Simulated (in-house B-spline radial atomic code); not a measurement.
What moves the levels of Hf ([Xe] 4f14 5d2 6s2)? Computed with an all-electron radial atomic-structure program (B-spline basis): Dirac-Hartree-Fock, average of the jj configuration, Fermi nucleus of rms radius 5.2898 fm.

Baseline run (computed): total energy -15088.7899 hartree, 1s1/2 at -2416.422 hartree, 6s1/2 at -6.4546 eV with <r> = 3.713 bohr.

Changing the nucleus:

```json
{"nucleus": "Fermi nucleus of rms radius 5.3041 fm, A = 171", "ΔE (eV)": "0.253"}
{"nucleus": "Fermi nucleus of rms radius 5.3065 fm, A = 172", "ΔE (eV)": "0.295"}
{"nucleus": "Fermi nucleus of rms radius 5.314 fm, A = 173", "ΔE (eV)": "0.428"}
{"nucleus": "Fermi nucleus of rms radius 5.3201 fm, A = 174", "ΔE (eV)": "0.536"}
{"nucleus": "Fermi nucleus of rms radius 5.3191 fm, A = 175", "ΔE (eV)": "0.518"}
{"nucleus": "Fermi nucleus of rms radius 5.3286 fm, A = 176", "ΔE (eV)": "0.687"}
{"nucleus": "Fermi nucleus of rms radius 5.3309 fm, A = 177", "ΔE (eV)": "0.728"}
{"nucleus": "Fermi nucleus of rms radius 5.3371 fm, A = 178", "ΔE (eV)": "0.838"}
{"nucleus": "Fermi nucleus of rms radius 5.3408 fm, A = 179", "ΔE (eV)": "0.903"}
{"nucleus": "Fermi nucleus of rms radius 5.347 fm, A = 180", "ΔE (eV)": "1.01"}
{"nucleus": "Fermi nucleus of rms radius 5.3516 fm, A = 182", "ΔE (eV)": "1.1"}
```

A larger nucleus binds the electrons less, roughly as the density at the nucleus times the change of the nuclear <r²>. The reference is A = 170.
